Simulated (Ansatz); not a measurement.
The cluster CdI₂. The state is a singlet with charge 0. Geometry r2SCAN-D4/def2-TZVP, basis def2-TZVP, Ansatz.

```xyz
3

Cd    2.7268    0.7165   -0.4067
I    -2.7087   -0.7117    0.4040
I    -0.0182   -0.0048    0.0027
```

```
run  HOMO (eV)  LUMO (eV)
  A      -5.88      -4.26
  B      -6.77      -3.88
  C      -6.98      -3.72
  D      -6.16      -4.30
```

In the def2 sets Cd, I take a core potential; there is no spin–orbit coupling. B3LYP takes the VWN-RPA correlation. In the singlet, I2 and I3 lie 2.81 Å apart (atoms count from 1), so these atoms are partly bonded to each other. Another isomer (singlet) lies 2.00 eV lower at PBE0-D4/def2-TZVP; other spin states weren't run for this one.

The runs used B3LYP, PBE, PBE0, r2SCAN. Estimate which is which.

A PBE (0 % exact exchange); B B3LYP (20 % exact exchange); C PBE0 (25 % exact exchange); D r2SCAN (0 % exact exchange). Exact exchange lowers occupied and raises empty levels; among semilocal functionals meta-GGAs tend to open the gap a little, and such runs are hard to tell apart. The gap grows from 1.63 eV (PBE) to 3.26 eV (PBE0). The restricted singlet is unstable towards broken spin symmetry in Hartree–Fock (as tested in another run); at PBE-D4/def2-TZVP, B3LYP-D4/def2-TZVP, PBE0-D4/def2-TZVP, r2SCAN-D4/def2-TZVP this wasn't settled.
